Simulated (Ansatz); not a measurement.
Relaxation of AlH5O5 (11 atoms, charge 0, multiplicity 1), to a largest force component of 0.03 eV/Å in at most 50 steps.

Theory: RKS PBE-D4/def2-SVP (Ansatz 0.2.0).

```xyz
11
Properties=species:S:1:pos:R:3
Al -0.776 -0.619 0.044
O 2.270 0.198 0.135
O -0.757 -2.037 0.996
O -1.386 -0.626 -1.552
H 1.764 0.624 0.854
O -0.477 0.986 0.885
O -0.040 1.799 -0.276
H 2.095 0.829 -0.591
H -0.256 -2.094 1.824
H -1.634 -1.469 -1.963
H -0.803 2.409 -0.355
```

Question: Where does it end, and by what steps?

Answer: The run converged. After 22 steps the energy has fallen by 1.068 eV; H8 moved furthest, 1.11 Å. Joined: Al1–O2.

| step | energy less start (eV) | largest force component (eV/Å) | accepted |
| --- | --- | --- | --- |
| 0 | 0.0000 | 1.021 | yes |
| 1 | -0.1291 | 1.015 | yes |
| 2 | -0.3451 | 1.105 | yes |
| 3 | -0.5811 | 0.508 | yes |
| 4 | -0.7043 | 1.088 | yes |
| 5 | -0.7792 | 0.409 | yes |
| 6 | -0.8126 | 0.218 | yes |
| 7 | -0.8294 | 0.303 | yes |
| 8 | -0.8442 | 0.270 | yes |
| 9 | -0.8727 | 0.493 | yes |
| 10 | -0.8168 | 1.815 | no |
| 11 | -0.9011 | 0.165 | yes |
| 12 | -0.9263 | 0.252 | yes |
| 13 | -0.9633 | 0.475 | yes |
| 14 | -0.9998 | 0.763 | yes |
| 15 | -1.0355 | 0.490 | yes |
| 16 | -1.0504 | 0.324 | yes |
| 17 | -1.0597 | 0.157 | yes |
| 18 | -1.0637 | 0.094 | yes |
| 19 | -1.0666 | 0.121 | yes |
| 20 | -1.0674 | 0.064 | yes |
| 21 | -1.0676 | 0.057 | yes |
| 22 | -1.0678 | 0.020 | yes |

```xyz
11
Properties=species:S:1:pos:R:3
Al -0.311 -0.579 0.143
O 1.524 0.064 -0.087
O -0.551 -1.997 1.089
O -0.500 -0.704 -1.581
H 1.275 1.042 0.039
O -0.854 0.943 0.963
O 0.040 2.033 0.528
H 1.634 -0.065 -1.055
H -0.573 -1.943 2.056
H -1.149 -1.301 -1.984
H -0.536 2.506 -0.110
```

Run time: 76 s on 2 threads of Intel(R) Xeon(R) Platinum 8259CL CPU @ 2.50GHz (Skylake/Cascade Lake) (shared host), peak memory 0.16 GiB.
